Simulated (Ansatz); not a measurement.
(1) Predict a relaxed structure of the cluster Au4Cl3 (the lowest doublet isomer of a short search), charge 0, doublet, at r2SCAN-D4/def2-SVP (Ansatz).

Results:

(1) 
Cartesian coordinates in Å:
```
Au -0.1097 2.1504 0.2735
Au 0.8745 -0.3277 -1.4543
Au -0.4817 -2.7595 0.6509
Au -0.8825 -0.3467 1.4376
Cl 1.0960 2.0199 -1.7403
Cl 0.8238 -2.6694 -1.4462
Cl -1.3204 1.9330 2.2788
```
Point group Cs (tolerance 0.1 Å). This is one stationary point.

In the def2 sets Au takes a core potential; there is no spin–orbit coupling. The structure comes from a short search, and lower isomers may exist.
